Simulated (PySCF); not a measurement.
Job file and geometry (Å, from GFN2-xTB) of an NMR shielding run on `CO[SiH2][SiH2][SiH2][SiH3]`, CH12OSi4, GIAO PBE0/pcSseg-1 NMR shielding, non-relativistic, gas phase in PySCF; density fitting, a coarse starting grid and PySCF grid level 2 are the driver's defaults:

```
$ OMP_NUM_THREADS=1 python probes_run.py task.json out

{"job": {"kind": "nmr", "xc": "PBE0", "basis": "pcSseg-1"}, "charge": 0, "multiplicity": 1}
C     -2.045167     1.420174    -0.169996
O     -1.198473     0.316303    -0.217056
Si    -1.602376    -1.202309    -0.668200
Si     0.474077    -2.128885    -0.371070
Si     2.034680    -0.597346     0.428378
Si     1.888644     1.492446    -0.555463
H     -2.891754     1.231974     0.494776
H     -1.476866     2.273053     0.200903
H     -2.431527     1.652311    -1.165036
H     -2.176033    -1.173186    -2.024481
H     -2.725955    -1.673198     0.159987
H      0.346743    -3.332038     0.470067
H      0.933104    -2.704193    -1.649150
H      3.408211    -1.120918     0.296890
H      1.884632    -0.467818     1.890723
H      3.194249     2.081372    -0.876482
H      1.150828     1.458787    -1.821632
H      1.224221     2.479789     0.300427
```

**Question.** Write the output of this run.

**Answer.** 
```
coarse grid: 16112 points
cycle   1  E = -1277.7283011834  dE =  1.565e-01  |g| = 6.346e-01  |ddm| = 3.655e+00
cycle   2  E = -1277.5910218433  dE =  1.373e-01  |g| = 1.061e+00  |ddm| = 1.547e+00
cycle   3  E = -1277.8010352986  dE = -2.100e-01  |g| = 6.631e-02  |ddm| = 1.121e+00
cycle   4  E = -1277.8018618203  dE = -8.265e-04  |g| = 1.806e-02  |ddm| = 8.208e-02
cycle   5  E = -1277.8019510318  dE = -8.921e-05  |g| = 6.028e-03  |ddm| = 3.210e-02
cycle   6  E = -1277.8019624642  dE = -1.143e-05  |g| = 6.037e-04  |ddm| = 8.322e-03
cycle   7  E = -1277.8019625404  dE = -7.625e-08  |g| = 2.619e-04  |ddm| = 8.922e-04
final grid: 134584 points
cycle   8  E = -1277.8442410254  dE = -1.665e-05  |g| = 8.272e-03  |ddm| = 1.828e-02
cycle   9  E = -1277.8442288254  dE =  1.220e-05  |g| = 1.180e-02  |ddm| = 1.197e-02
cycle  10  E = -1277.8442524464  dE = -2.362e-05  |g| = 1.103e-03  |ddm| = 7.945e-03
cycle  11  E = -1277.8442527105  dE = -2.642e-07  |g| = 1.621e-04  |ddm| = 1.196e-03
cycle  12  E = -1277.8442527167  dE = -6.213e-09  |g| = 2.793e-05  |ddm| = 1.560e-04
cycle  13  E = -1277.8442527169  dE = -1.528e-10  |g| = 9.297e-06  |ddm| = 4.506e-05
converged SCF energy = -1277.8442527169

GIAO shielding tensors (ppm)
atom      isotropic    diamagn.    paramagn.     s11        s22        s33       span
  0 C      130.810     240.874    -110.064    103.025    103.627    185.777     82.752
  1 O      337.792     403.844     -66.052    280.966    359.566    372.844     91.877
  2 Si     366.760     881.474    -514.715    297.035    331.246    471.998    174.963
  3 Si     470.855     881.813    -410.958    431.288    476.007    505.271     73.983
  4 Si     476.267     881.246    -404.979    460.452    476.325    492.023     31.571
  5 Si     463.418     880.570    -417.152    449.642    461.282    479.329     29.687
  6 H       28.210      28.216      -0.006     24.143     25.476     35.011     10.868
  7 H       27.770      29.849      -2.079     22.578     27.006     33.726     11.148
  8 H       28.254      28.303      -0.049     24.602     25.243     34.916     10.314
  9 H       26.474      29.613      -3.139     23.570     24.442     31.410      7.840
 10 H       26.479      29.608      -3.129     23.336     24.479     31.622      8.285
 11 H       28.214      29.612      -1.399     24.490     25.445     34.706     10.216
 12 H       28.256      29.822      -1.567     24.863     25.623     34.281      9.418
 13 H       28.185      29.228      -1.044     24.066     25.656     34.832     10.766
 14 H       28.207      29.989      -1.782     25.027     25.527     34.067      9.040
 15 H       28.181      29.104      -0.923     24.336     25.513     34.695     10.360
 16 H       28.334      30.668      -2.335     24.675     27.858     32.468      7.793
 17 H       28.156      30.481      -2.326     24.723     26.763     32.981      8.258
```

**Question.** Turn these shieldings into chemical shifts. References, each an isolated molecule treated in the same way: ¹³C (186.93 ppm) and ²⁹Si (349.16 ppm) and ¹H (31.72 ppm) against TMS; ¹⁷O (336.08 ppm) against H2O.

**Answer.** Averaging equivalent atoms: C 0: 56.1; O 1: -1.7; Si 2: -17.6; Si 5: -114.3; Si 3: -121.7; Si 4: -127.1; H 9/10: 5.24; H 6/7/8: 3.64; H 13/14: 3.52; H 15/16/17: 3.49; H 11/12: 3.48 ppm. Experimental scales use liquid or dissolved standards, which lie at an offset from isolated H2O (liquid H2O: subtract about 36 ppm).

Size and cost of the density-fitted run: 190 basis functions, 47 s wall time on 1 thread of an Arm Neoverse N1, shared host; peak memory 0.86 GiB.
